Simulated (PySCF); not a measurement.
Mapped SMILES: `[CH:1]#[C:2][Si@@:3]([Cl:4])([C:5]#[C:6][CH3:7])[N:8]=[CH2:9]` (H(Xn): hydrogen on atom n). Ha(C9) is cis to Si3; Hb(C9) is trans to Si3.

One conformer, isolated molecule, non-relativistic Hamiltonian, one averaged value for each set of equivalent atoms. GFN2-xTB structure; NMR shieldings at PBE0/pcSseg-1/GIAO; PySCF.

δ = σ(ref) − σ, references computed at the same level: ¹³C vs TMS.

**Question.** Do the ¹³C shifts follow the atomic charges (in e)? Tabulate both.

**Answer.** 
| atoms | hybridisation | δ (ppm) | σ para (ppm) | Hirshfeld | IAO | Mulliken | ESP-fitted |
| --- | --- | --- | --- | --- | --- | --- | --- |
| C9 | sp2 | 172.6 | -239 | +0.04 | -0.05 | +0.08 | +0.39 |
| C6 | sp | 112.7 | -199 | -0.01 | +0.03 | -0.12 | +0.23 |
| C1 | sp | 100.7 | -174 | -0.07 | -0.17 | -0.18 | -0.32 |
| C2 | sp | 89.4 | -164 | -0.16 | -0.34 | -0.16 | -0.10 |
| C5 | sp | 82.3 | -159 | -0.19 | -0.41 | -0.44 | -0.40 |
| C7 | sp3 | 5.7 | -71 | -0.09 | -0.44 | -0.16 | -0.54 |

Correlation coefficients of δ with charge over these carbons: Hirshfeld +0.57, IAO +0.76, Mulliken +0.50, ESP-fitted +0.86; with the paramagnetic shielding -0.99. Among the 4 sp carbons alone: Hirshfeld +1.00, IAO +1.00, Mulliken +0.77, ESP-fitted +0.77. With so few points, grouped by hybridisation, these coefficients are fragile. Charge is one influence among several: hybridisation and low-lying excitations act through the paramagnetic term.

Shifts are as computed. Against solution values, carbons near 30 ppm lie about +3 ppm off and those near 130 ppm about +5 ppm. Of 1309 compounds with measured shifts, 239 miss one by over three times the rms of a fit or turn the order of signals round; such compounds aren't used in these exercises.
